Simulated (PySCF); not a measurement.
B3LYP has the VWN-RPA correlation part, as in Gaussian. 

```xyz
34

O      2.2963     3.3179    -0.1639
C      1.6119     2.3249     0.0062
C      2.1738     1.0247     0.4192
C      3.5040     0.9789     0.8577
C      4.0348    -0.1787     1.3984
C      3.2086    -1.2997     1.5387
C      1.8948    -1.2801     1.0952
C      1.3686    -0.1292     0.4829
N      0.0455    -0.0865     0.0048
C     -0.6483    -1.2409    -0.4040
C      0.0275    -2.3761    -0.8843
C     -0.6817    -3.5068    -1.2612
C     -2.0787    -3.5420    -1.1834
C     -2.7539    -2.4056    -0.7753
C     -2.0568    -1.2472    -0.4065
C     -2.8255    -0.0165    -0.1396
O     -4.0382    -0.0047    -0.0275
C     -2.0083     1.2100    -0.1305
C     -2.6429     2.4530    -0.1875
C     -1.9111     3.6349    -0.2097
C     -0.5232     3.5690    -0.1600
C      0.1404     2.3430    -0.0747
C     -0.6005     1.1422    -0.0660
H      4.0820     1.9017     0.7726
H      5.0704    -0.2086     1.7424
H      3.5906    -2.2039     2.0185
H      1.2631    -2.1547     1.2455
H      1.1120    -2.3629    -0.9850
H     -0.1330    -4.3728    -1.6387
H     -2.6261    -4.4409    -1.4736
H     -3.8445    -2.3535    -0.7463
H     -3.7350     2.4459    -0.2151
H     -2.4184     4.5998    -0.2654
H      0.1016     4.4649    -0.1836
```

Charge 0, multiplicity 1.

Q: Give the Mulliken and meta-Löwdin atomic charges from B3LYP-D3(BJ)/def2-SVP // PBE0-D3(BJ)/def2-SVP run with PySCF.

A: 
```csv
atom,Mulliken (e),meta-Löwdin (e)
O1,-0.20,-0.44
C2,0.15,0.32
C3,-0.05,-0.06
C4,-0.02,-0.07
C5,0.04,-0.11
C6,0.03,-0.08
C7,-0.06,-0.13
C8,0.17,0.09
N9,-0.17,-0.07
C10,0.17,0.09
C11,-0.06,-0.13
C12,0.03,-0.08
C13,0.04,-0.11
C14,-0.02,-0.07
C15,-0.05,-0.06
C16,0.15,0.32
O17,-0.20,-0.44
C18,-0.08,-0.07
C19,0.00,-0.05
C20,0.05,-0.11
C21,0.00,-0.05
C22,-0.08,-0.07
C23,0.18,0.10
H24,0.00,0.12
H25,-0.01,0.11
H26,-0.01,0.11
H27,0.00,0.12
H28,0.00,0.12
H29,-0.01,0.11
H30,-0.01,0.11
H31,0.00,0.12
H32,0.00,0.12
H33,-0.01,0.11
H34,0.00,0.12
```
